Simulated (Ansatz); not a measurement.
AlCl2(SiH3) (AlSiH3Cl2). The state is a singlet with charge 0. Geometry PBE0-D4/def2-SVP; atoms count from 1.

```xyz
7

Al    0.152    0.724   -1.060
Cl   -1.391    1.949   -1.790
Cl    1.962    0.771   -2.123
Si   -0.137   -0.650    0.923
H     0.737   -1.860    0.854
H    -1.564   -1.076    1.060
H     0.241    0.142    2.136
```

(1) Estimate the Mulliken populations from the PBE0/def2-TZVP orbitals of Ansatz.

(2) And the Mayer bond orders between heavy atoms (over 0.3)?

## Answers

(1) 
```
atom  charge (e)
 Al1        0.58
 Cl2       -0.24
 Cl3       -0.24
 Si4       -0.11
  H5        0.00
  H6        0.00
  H7        0.00
```
Mulliken values depend strongly on the basis.

(2) Al1–Cl2 1.20 (2.10 Å); Al1–Cl3 1.20 (2.10 Å); Al1–Si4 0.94 (2.43 Å).
